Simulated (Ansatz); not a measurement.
Basis sets compared for the cluster Pb₂S₃. Charge 0, multiplicity 1. Geometry r2SCAN-D4/def2-SVP. Ansatz on 4 threads of Arm Neoverse V2 on a shared host; times are rough, and most runs start from earlier orbitals.

```xyz
5

Pb    0.919   -0.253   -2.432
Pb   -0.332    0.089    0.877
S    -1.286    0.634   -1.406
S     1.844   -0.793   -0.075
S    -1.144    0.322    3.036
```

In the def2 sets Pb takes a core potential; there is no spin–orbit coupling. Another isomer (singlet) lies 1.70 eV lower at PBE0-D4/def2-TZVP; other spin states weren't run for this one.

Binding counts from free atoms (Pb triplet, S triplet) in the same basis, without a counterpoise term.

```
           level  functions  energy (Eh)  HOMO (eV)  LUMO (eV)  binding per atom (eV)  wall time
 PBE-D4/def2-SVP        106   -1579.6309      -5.54      -3.90                   2.78      1.1 s
PBE0-D4/def2-SVP        106   -1579.6502      -6.64      -3.20                   2.56      1.7 s
```

Estimate the rows for PBE-D4/def2-TZVP (with forces), PBE0-D4/def2-TZVP.


| level | functions | energy (Eh) | HOMO (eV) | LUMO (eV) | binding per atom (eV) | wall time |
| --- | --- | --- | --- | --- | --- | --- |
| PBE-D4/def2-TZVP (with forces) | 211 | -1580.0662 | -5.65 | -4.02 | 2.84 | 2.9 s |
| PBE0-D4/def2-TZVP | 211 | -1580.0796 | -6.73 | -3.30 | 2.64 | 6 s |
